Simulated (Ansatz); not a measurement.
Cartesian coordinates in Å:
```
C 0.7559 1.3302 -0.6456
S -0.6688 1.2194 0.4886
Sn -0.7871 -1.1118 0.6614
F -1.0817 -1.9866 -0.9953
F -2.1470 -1.7192 1.8259
F 0.8287 -1.8997 1.2662
H 1.6503 0.8934 -0.2056
H 0.5338 0.8755 -1.6091
H 0.9160 2.3990 -0.7865
```

Total charge 0; spin multiplicity 1. Sn: def2 effective core potential.

(1) List the PBE0/def2-TZVPP orbital energies in eV (Ansatz 0.2.0). (Estimate.)

Answers

(1) Ansatz gave: Occupied: -2423.76, -673.67, -673.56, -673.56, -280.02, -219.05, -162.89, -162.82, -162.67, -141.95, -96.62, -96.61, -96.59, -33.13, -33.06, -32.69, -30.33, -30.33, -30.30, -29.50, -29.45, -22.85, -18.90, -15.37, -13.41, -13.18, -12.88, -12.75, -12.21, -11.74, -11.72, -11.56, -11.53, -11.45, -11.44, -9.82, -8.26. Lowest empty: -2.68, -0.83, 0.11, 1.05, 1.17, 1.79, 2.25, 2.95.
